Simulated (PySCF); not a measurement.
SMILES CCBOCC (C₄H₁₁BO), GFN2-xTB optimised geometry.

```
17

B     -0.11    -0.20     0.00
H     -0.73    -1.22    -0.01
C     -0.85     1.21     0.00
C     -2.05     1.28     0.95
H     -1.21     1.41    -1.01
H     -0.15     2.01     0.24
H     -1.73     1.13     1.98
H     -2.77     0.51     0.71
H     -2.54     2.25     0.88
O      1.22    -0.20     0.00
C      2.02    -1.36    -0.05
C      2.70    -1.47    -1.41
H      2.77    -1.26     0.74
H      1.42    -2.25     0.14
H      3.29    -0.57    -1.61
H      3.36    -2.33    -1.43
H      1.96    -1.57    -2.19
```

Density from B3LYP/def2-SVP (PySCF 2.14.0) at that geometry.

Minimum of the electron density along straight lines between bonded atoms, close to the bond critical point (lines longer than 1.1 times the sum of covalent radii, or with two minima, are not listed):

```tsv
bond	length / Å	ρ at the minimum / e bohr⁻³	∇²ρ there / e bohr⁻⁵	position (fraction from the first atom)
B1–H2	1.186	0.175	-0.12	0.43
B1–C3	1.593	0.182	?	0.32
C3–C4	1.531	0.238	-0.53	0.50
C3–H5	1.094	0.268	-0.92	0.61
C3–H6	1.091	0.273	-0.97	0.62
C4–H7	1.088	0.277	-1.01	0.62
C4–H8	1.088	0.277	-1.02	0.62
C4–H9	1.089	0.277	-1.01	0.62
B1–O10	1.328	0.214	1.35	0.33
O10–C11	1.409	0.254	?	0.66
C11–C12	1.525	0.250	?	0.51
C11–H13	1.096	0.283	-1.07	0.63
C11–H14	1.098	0.281	-1.06	0.63
C12–H15	1.087	0.278	-1.03	0.63
C12–H16	1.087	0.277	-1.02	0.62
C12–H17	1.088	0.277	-1.02	0.63
```

Question: Some entries are withheld; supply them.

Answer: 
- B1–C3, ∇²ρ there / e bohr⁻⁵: -0.22
- O10–C11, ∇²ρ there / e bohr⁻⁵: -0.35
- C11–C12, ∇²ρ there / e bohr⁻⁵: -0.59
